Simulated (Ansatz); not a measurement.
Ansatz (a program for electronic structure) input (B3LYP-D3(BJ)/def2-TZVP):

Ansatz 0.2 input:
```yaml
crystal:
  periodic: [false, false, false]
  atoms:
    - {symbol: C, position_ang: [2.53958586, -0.15530217, -0.00402140]}
    - {symbol: C, position_ang: [1.23564468, -0.58956396, -0.21485079]}
    - {symbol: C, position_ang: [0.04394341, 0.12132755, -0.25763907]}
    - {symbol: C, position_ang: [0.06670004, 1.61330760, -0.12858270]}
    - {symbol: C, position_ang: [-1.27678525, -0.55565852, -0.41537526]}
    - {symbol: C, position_ang: [-2.16641315, -0.59885392, 0.84782084]}
    - {symbol: H, position_ang: [3.37127886, -0.84632942, -0.07127278]}
    - {symbol: H, position_ang: [2.77430958, 0.87785691, 0.22603921]}
    - {symbol: H, position_ang: [1.12617557, -1.66697834, -0.38035431]}
    - {symbol: H, position_ang: [-0.87124083, 2.06196026, -0.48611689]}
    - {symbol: H, position_ang: [0.88982220, 2.04942576, -0.71909753]}
    - {symbol: H, position_ang: [0.21879963, 1.99125850, 0.90089572]}
    - {symbol: H, position_ang: [-1.89016529, -0.07730280, -1.20730235]}
    - {symbol: H, position_ang: [-1.11420646, -1.59051643, -0.74484935]}
    - {symbol: H, position_ang: [-2.35844197, 0.41299606, 1.21686169]}
    - {symbol: H, position_ang: [-1.66188793, -1.14897173, 1.64714782]}
    - {symbol: H, position_ang: [-3.14049674, -1.07493837, 0.65393922]}
basis:
  gaussian:
    orbitals: def2-TZVP
hamiltonian:
  xc: b3lyp
  dispersion: d3bj
total_charge: -1
phonons: {temperatures: {t_min: 298.15, t_max: 298.15, t_step: 100}}
```

Output:

```
Functional definition: B3LYP
integrals: 0.19 GiB planned
1564 factors; their error is unknown
0.35 GiB of the device are held for the grids
1.48 GiB of device memory are held for the factors and their scratch space
mean field: 1.49 GiB planned
mean field evaluation 1: about -6390.2800 eV, gradient 7.2e1 eV
mean field evaluation 2: about -6357.1172 eV, gradient 1.1e2 eV
mean field evaluation 4: about -6403.0078 eV, gradient 8.1e0 eV
mean field evaluation 8: about -6403.1879 eV, gradient 4.0e-1 eV
mean field evaluation 16: about -6403.1542 eV, gradient 2.1e-3 eV
mean field -6403.15415000 eV, -235.3115747986 hartree, gradient 2.4e-5 eV, S^2 0.000000; 0 other end points of the search recorded, 0 dependent functions left out
the calculation of the forces begins
reference -6403.15445853 eV, -235.3115861369 hartree; 24, 24 occupied and 228, 228 virtual orbitals, 1564 factors
these checks for a lower state are left out or cut short: stability, starts, cluster_reference, orbital_swaps, neighbouring_geometries, increment
integrals: 0.19 GiB planned
1564 factors; their error is unknown
0.35 GiB of the device are held for the grids
1.48 GiB of device memory are held for the factors and their scratch space
mean field: 1.49 GiB planned
mean field -6403.15403315 eV, -235.3115705046 hartree, gradient 3.1e-6 eV, S^2 0.000000; 0 other end points of the search recorded, 0 dependent functions left out
the calculation of the forces begins
reference -6403.15434181 eV, -235.3115818475 hartree; 24, 24 occupied and 228, 228 virtual orbitals, 1564 factors
these checks for a lower state are left out or cut short: stability, starts, cluster_reference, orbital_swaps, neighbouring_geometries, increment
integrals: 0.19 GiB planned
1564 factors; their error is unknown
0.35 GiB of the device are held for the grids
1.48 GiB of device memory are held for the factors and their scratch space
mean field: 1.49 GiB planned
mean field evaluation 32: about -6403.1880 eV, gradient 5.7e-4 eV
mean field -6403.15386924 eV, -235.3115644810 hartree, gradient 3.1e-6 eV, S^2 0.000000; 0 other end points of the search recorded, 0 dependent functions left out
the calculation of the forces begins
reference -6403.15417765 eV, -235.3115758147 hartree; 24, 24 occupied and 228, 228 virtual orbitals, 1564 factors
these checks for a lower state are left out or cut short: stability, starts, cluster_reference, orbital_swaps, neighbouring_geometries, increment
integrals: 0.19 GiB planned
1564 factors; their error is unknown
0.35 GiB of the device are held for the grids
1.48 GiB of device memory are held for the factors and their scratch space
mean field: 1.49 GiB planned
mean field -6403.15394861 eV, -235.3115673978 hartree, gradient 3.1e-6 eV, S^2 0.000000; 0 other end points of the search recorded, 0 dependent functions left out
the calculation of the forces begins
reference -6403.15425715 eV, -235.3115787363 hartree; 24, 24 occupied and 228, 228 virtual orbitals, 1564 factors
these checks for a lower state are left out or cut short: stability, starts, cluster_reference, orbital_swaps, neighbouring_geometries, increment
integrals: 0.19 GiB planned
1564 factors; their error is unknown
0.35 GiB of the device are held for the grids
1.48 GiB of device memory are held for the factors and their scratch space
mean field: 1.49 GiB planned
mean field -6403.15399466 eV, -235.3115690903 hartree, gradient 3.1e-6 eV, S^2 0.000000; 0 other end points of the search recorded, 0 dependent functions left out
[...]
these checks for a lower state are left out or cut short: stability, starts, cluster_reference, orbital_swaps, neighbouring_geometries, increment
integrals: 0.19 GiB planned
1564 factors; their error is unknown
0.35 GiB of the device are held for the grids
1.48 GiB of device memory are held for the factors and their scratch space
mean field: 1.49 GiB planned
mean field evaluation 672: about -6403.1541 eV, gradient 8.7e-3 eV
mean field -6403.15409601 eV, -235.3115728145 hartree, gradient 3.1e-6 eV, S^2 0.000000; 0 other end points of the search recorded, 0 dependent functions left out
the calculation of the forces begins
reference -6403.15440452 eV, -235.3115841523 hartree; 24, 24 occupied and 228, 228 virtual orbitals, 1564 factors
these checks for a lower state are left out or cut short: stability, starts, cluster_reference, orbital_swaps, neighbouring_geometries, increment
integrals: 0.19 GiB planned
1564 factors; their error is unknown
0.35 GiB of the device are held for the grids
1.48 GiB of device memory are held for the factors and their scratch space
mean field: 1.49 GiB planned
mean field -6403.15413153 eV, -235.3115741200 hartree, gradient 3.1e-6 eV, S^2 0.000000; 0 other end points of the search recorded, 0 dependent functions left out
the calculation of the forces begins
reference -6403.15444008 eV, -235.3115854588 hartree; 24, 24 occupied and 228, 228 virtual orbitals, 1564 factors
these checks for a lower state are left out or cut short: stability, starts, cluster_reference, orbital_swaps, neighbouring_geometries, increment
integrals: 0.19 GiB planned
1564 factors; their error is unknown
0.35 GiB of the device are held for the grids
1.48 GiB of device memory are held for the factors and their scratch space
mean field: 1.49 GiB planned
mean field -6403.15412284 eV, -235.3115738007 hartree, gradient 3.1e-6 eV, S^2 0.000000; 0 other end points of the search recorded, 0 dependent functions left out
the calculation of the forces begins
reference -6403.15443140 eV, -235.3115851401 hartree; 24, 24 occupied and 228, 228 virtual orbitals, 1564 factors
these checks for a lower state are left out or cut short: stability, starts, cluster_reference, orbital_swaps, neighbouring_geometries, increment
integrals: 0.19 GiB planned
1564 factors; their error is unknown
0.35 GiB of the device are held for the grids
1.48 GiB of device memory are held for the factors and their scratch space
mean field: 1.49 GiB planned
mean field -6403.15405886 eV, -235.3115714494 hartree, gradient 3.1e-6 eV, S^2 0.000000; 0 other end points of the search recorded, 0 dependent functions left out
the calculation of the forces begins
reference -6403.15436736 eV, -235.3115827867 hartree; 24, 24 occupied and 228, 228 virtual orbitals, 1564 factors
these checks for a lower state are left out or cut short: stability, starts, cluster_reference, orbital_swaps, neighbouring_geometries, increment
integrals: 0.19 GiB planned
1564 factors; their error is unknown
0.35 GiB of the device are held for the grids
1.48 GiB of device memory are held for the factors and their scratch space
mean field: 1.49 GiB planned
mean field -6403.15404867 eV, -235.3115710749 hartree, gradient 3.1e-6 eV, S^2 0.000000; 0 other end points of the search recorded, 0 dependent functions left out
the calculation of the forces begins
reference -6403.15435719 eV, -235.3115824129 hartree; 24, 24 occupied and 228, 228 virtual orbitals, 1564 factors
these checks for a lower state are left out or cut short: stability, starts, cluster_reference, orbital_swaps, neighbouring_geometries, increment
integrals: 0.19 GiB planned
1564 factors; their error is unknown
0.35 GiB of the device are held for the grids
1.48 GiB of device memory are held for the factors and their scratch space
mean field: 1.49 GiB planned
mean field evaluation 704: about -6403.1883 eV, gradient 5.0e-4 eV
mean field -6403.15410005 eV, -235.3115729632 hartree, gradient 3.1e-6 eV, S^2 0.000000; 0 other end points of the search recorded, 0 dependent functions left out
the calculation of the forces begins
reference -6403.15440859 eV, -235.3115843019 hartree; 24, 24 occupied and 228, 228 virtual orbitals, 1564 factors
these checks for a lower state are left out or cut short: stability, starts, cluster_reference, orbital_swaps, neighbouring_geometries, increment
integrals: 0.19 GiB planned
1564 factors; their error is unknown
0.35 GiB of the device are held for the grids
1.48 GiB of device memory are held for the factors and their scratch space
mean field: 1.49 GiB planned
mean field -6403.15411169 eV, -235.3115733908 hartree, gradient 3.1e-6 eV, S^2 0.000000; 0 other end points of the search recorded, 0 dependent functions left out
the calculation of the forces begins
reference -6403.15442022 eV, -235.3115847291 hartree; 24, 24 occupied and 228, 228 virtual orbitals, 1564 factors
these checks for a lower state are left out or cut short: stability, starts, cluster_reference, orbital_swaps, neighbouring_geometries, increment
integrals: 0.19 GiB planned
1564 factors; their error is unknown
0.35 GiB of the device are held for the grids
1.48 GiB of device memory are held for the factors and their scratch space
mean field: 1.49 GiB planned
mean field -6403.15413018 eV, -235.3115740705 hartree, gradient 3.1e-6 eV, S^2 0.000000; 0 other end points of the search recorded, 0 dependent functions left out
the calculation of the forces begins
reference -6403.15443872 eV, -235.3115854088 hartree; 24, 24 occupied and 228, 228 virtual orbitals, 1564 factors
these checks for a lower state are left out or cut short: stability, starts, cluster_reference, orbital_swaps, neighbouring_geometries, increment
integrals: 0.19 GiB planned
1564 factors; their error is unknown
0.35 GiB of the device are held for the grids
1.48 GiB of device memory are held for the factors and their scratch space
mean field: 1.49 GiB planned
mean field -6403.15414395 eV, -235.3115745765 hartree, gradient 3.1e-6 eV, S^2 0.000000; 0 other end points of the search recorded, 0 dependent functions left out
the calculation of the forces begins
reference -6403.15445248 eV, -235.3115859145 hartree; 24, 24 occupied and 228, 228 virtual orbitals, 1564 factors
these checks for a lower state are left out or cut short: stability, starts, cluster_reference, orbital_swaps, neighbouring_geometries, increment
integrals: 0.19 GiB planned
1564 factors; their error is unknown
0.35 GiB of the device are held for the grids
1.48 GiB of device memory are held for the factors and their scratch space
mean field: 1.49 GiB planned
mean field evaluation 736: about -6403.1541 eV, gradient 1.8e-6 eV
mean field -6403.15412156 eV, -235.3115737537 hartree, gradient 3.1e-6 eV, S^2 0.000000; 0 other end points of the search recorded, 0 dependent functions left out
the calculation of the forces begins
reference -6403.15443011 eV, -235.3115850924 hartree; 24, 24 occupied and 228, 228 virtual orbitals, 1564 factors
Total energy: -6403.76765743 eV, -235.3341207808 hartree
Atom 0 at     2.539586    -0.155302    -0.004021 Å, force     0.000924     0.000451     0.000169 eV/Å
Atom 1 at     1.235645    -0.589564    -0.214851 Å, force    -0.000898     0.000872    -0.000007 eV/Å
Atom 2 at     0.043943     0.121328    -0.257639 Å, force    -0.000396    -0.001382     0.000143 eV/Å
Atom 3 at     0.066700     1.613308    -0.128583 Å, force     0.000171     0.001053     0.000080 eV/Å
Atom 4 at    -1.276785    -0.555659    -0.415375 Å, force    -0.000801    -0.000545     0.000950 eV/Å
Atom 5 at    -2.166413    -0.598854     0.847821 Å, force     0.000262     0.000109    -0.000445 eV/Å
Atom 6 at     3.371279    -0.846329    -0.071273 Å, force    -0.000423    -0.000268    -0.000142 eV/Å
Atom 7 at     2.774310     0.877857     0.226039 Å, force     0.000034    -0.000068     0.000206 eV/Å
Atom 8 at     1.126176    -1.666978    -0.380354 Å, force     0.000772     0.000055    -0.000179 eV/Å
Atom 9 at    -0.871241     2.061960    -0.486117 Å, force     0.000253    -0.000141     0.000158 eV/Å
Atom 10 at     0.889822     2.049426    -0.719098 Å, force    -0.000133    -0.000333     0.000322 eV/Å
Atom 11 at     0.218800     1.991259     0.900896 Å, force     0.000203    -0.000196    -0.000665 eV/Å
Atom 12 at    -1.890165    -0.077303    -1.207302 Å, force     0.000172     0.000056    -0.000316 eV/Å
Atom 13 at    -1.114206    -1.590516    -0.744849 Å, force    -0.000322     0.000200    -0.000054 eV/Å
Atom 14 at    -2.358442     0.412996     1.216862 Å, force    -0.000026    -0.000129    -0.000010 eV/Å
Atom 15 at    -1.661888    -1.148972     1.647148 Å, force     0.000158     0.000212    -0.000271 eV/Å
Atom 16 at    -3.140497    -1.074938     0.653939 Å, force     0.000051     0.000052     0.000060 eV/Å
Dipole moment:    -0.868284    -0.004029     0.052184 e Å
Vibrations: 65.32 122.94 147.69 220.34 262.83 321.51 371.06 375.96 412.55 549.71 620.86 744.80 777.28 906.39 918.75 988.31 1017.85 1036.98 1064.68 1082.25 1245.96 1250.64 1281.82 1335.23 1359.33 1372.11 1388.13 1446.23 1455.11 1473.41 1477.22 1493.42 1503.14 1589.83 2812.81 2842.80 2906.56 2938.64 2977.13 2978.30 3015.39 3032.50 3064.24 3116.25 3182.16 cm⁻¹, zero-point energy 4.001366 eV
```

It need not be the lowest isomer of its formula. Whether it binds its extra electron was not tested at this geometry.
